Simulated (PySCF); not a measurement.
Species: C₅H₅NO.
Geometry (GFN2-xTB, Å), atoms numbered from 1 in this order:
```xyz
12
C5H5NO angstrom
C     -1.827    0.952   -0.273
C     -0.973   -0.237    0.070
O     -1.418   -1.332    0.319
C      0.485    0.039    0.072
C      1.361   -0.939    0.328
C      2.753   -0.748    0.338
N      3.890   -0.591    0.345
H     -1.564    1.315   -1.266
H     -2.879    0.680   -0.251
H     -1.642    1.756    0.438
H      0.812    1.047   -0.142
H      1.004   -1.941    0.541
```

Computed at PBE0/pcSseg-1 (PySCF, non-relativistic), with Q(17O) = −0.0256 b, Q(14N) = 0.02044 b: O3, 17O (I = 5/2): χzz = 11.84 MHz, η = 0.470; N7, 14N (I = 1): χzz = -4.791 MHz, η = 0.097.

Task: Where would the pure quadrupole (NQR) lines of 17O at O3 fall for the rigid, isolated species?

Result: From the eigenvalues of H = χ/[4I(2I − 1)] × [3Iz² − I(I + 1) + η(Ix² − Iy²)], steps between neighbouring levels, labelled as for η = 0: ±1/2↔±3/2 2.160 MHz, ±3/2↔±5/2 3.415 MHz (ketone oxygen).

Task: Where would the pure quadrupole (NQR) lines of 14N at N7 fall for the rigid, isolated species?

Result: From ν± = (3/4)|χ|(1 ± η/3) and ν0 = |χ|η/2: ν+ 3.710 MHz, ν− 3.478 MHz, ν0 0.232 MHz (nitrile nitrogen).

In a crystal, neighbours and librations shift these lines. GFN2-xTB bond lengths can be off by several hundredths of an ångström, more for odd bonds, and the gradients follow them. A larger basis could move these couplings by a tenth or more.

One conformer stands for the species.
